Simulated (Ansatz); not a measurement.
FS, doublet, at a GFN2-xTB geometry; Ansatz (a first-principles code) with MP2/6-311G**.

Input for Ansatz:
Ansatz 0.2 input:
```yaml
crystal:
  periodic: [false, false, false]
  atoms:
    - {symbol: S, position_ang: [-0.00000000, -0.00000000, -0.58553681]}
    - {symbol: F, position_ang: [0.00000000, 0.00000000, 1.04095434]}
basis:
  gaussian:
    orbitals: 6-311G__.json
magnetization: {spin_polarized: true, initial_magnetization: 1}
correlation: {method: mp2, electrons: outside_noble_gas}
accuracy: high
```
The basis file holds 6-311G** in the JSON format of the Basis Set Exchange.

What the program printed (banner, timings and long lists left out):

```
Functional definition: HF
672 factors; integrals over basis functions are off by at most 3.0e-9 eV
mean field evaluation 1: about -13521.3121 eV, gradient 1.4e1 eV
mean field evaluation 2: about -13521.3171 eV, gradient 1.4e1 eV
mean field evaluation 4: about -13522.1437 eV, gradient 2.2e0 eV
mean field evaluation 8: about -13522.1841 eV, gradient 1.4e-1 eV
mean field evaluation 16: about -13522.1821 eV, gradient 7.4e-1 eV
mean field -13522.18451951 eV, -496.9311154261 hartree, gradient 2.4e-8 eV, S^2 0.759533; 2 other end points of the search recorded, 0 dependent functions left out
6 core orbitals not correlated
reference -13522.18451951 eV, -496.9311154261 hartree; 7, 6 occupied and 32, 33 virtual orbitals, 672 factors
second order -8.48551797 eV of doubles, -0.00000000 eV of singles
Total energy: -13530.67003748 eV, -497.2429524599 hartree
```
